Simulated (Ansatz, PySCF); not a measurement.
Sn(Cl)2(OH)(NH2) (Cl2H3NOSn), SMILES [Cl][Sn]([NH2])([OH])[Cl].

Geometry: B3LYP-D3(BJ)/def2-SVP. The structure was generated by enumeration; whether it is a known compound was not checked. The def2 effective core potentials stand for the cores of Sn; spin–orbit coupling is left out. One conformer was computed; it need not be the lowest.

Vertical ionisation energy (IE) and electron affinity (EA) in eV. Rows of orbital energies are one-electron estimates. Where ΔSCF, EOM or ADC give a negative EA the extra electron is unbound and the value depends on the basis.

```tsv
level	IE	EA
−ε(HOMO), −ε(LUMO), M06-2X/def2-TZVP (PySCF)	9.94	1.35
−ε(HOMO), −ε(LUMO), PBE/def2-TZVP (PySCF)	7.02	3.34
ΔSCF, PBE0/def2-SVPD (Ansatz), final states of multiplicity 2 and 2	10.61	0.93
ΔSCF, PBE/def2-SVPD (Ansatz), final states of multiplicity 2 and 2	10.12	1.05
```

What vertical singlet–triplet gap does ΔSCF give with PBE0/def2-SVPD (Ansatz, a first-principles code) and with PBE/def2-SVPD (Ansatz)? (An estimate is asked for; the answer gives what the named calculation found.)

4.40 and 3.90 eV (triplet above singlet where positive).
